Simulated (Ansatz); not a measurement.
## Swapping H for CH3 on C: the atomisation energy

On one C centre that keeps Br, n of the H ligands are replaced by CH3. The atomisation energy (no zero-point term) y in kJ/mol at CCSD(T)/def2-TZVPP. Shapes, held fixed at every level: PBE0-D4/def2-TZVP. Programs: Ansatz 0.2.0.

| molecule | n | y (kJ/mol) |
| --- | --- | --- |
| CH3Br | 0 | 1576 |
| C2H5Br | 1 | ? |
| C3H7Br | 2 | 4008 |
| C4H9Br | 3 | 5228 |

Fit y = c + s·n to the known rows and predict C2H5Br.


1. Means of the 3 rows: n = 1.66667, y = 3604.0.
2. Σ(Δn)² = 4.6667, Σ(Δn·Δy) = 5680, so the slope is 5680/4.6667 = 1217.1.
3. Intercept: 3604.0 − (1217.1) × 1.66667 = 1575.5. The largest residual of the fit is 1.7.
4. C2H5Br: 1575.5 + (1217.1) × 1 = 2793 kJ/mol.

The run gave 2790 kJ/mol, so the prediction is off by +3 kJ/mol, about the scatter of the fit. The steps are nearly additive. The slope is the difference between a C–CH3 and a C–H bond with the ligands’ own bonds. Other levels give for C2H5Br: HF/def2-TZVPP 2142; r2SCAN-D4/def2-TZVPP 2856; BHLYP-D4/def2-TZVPP 2783 kJ/mol. Relativity is left out for Br unless named. Correlated rows may include outer-core shells of Br, which these sets cover unevenly.
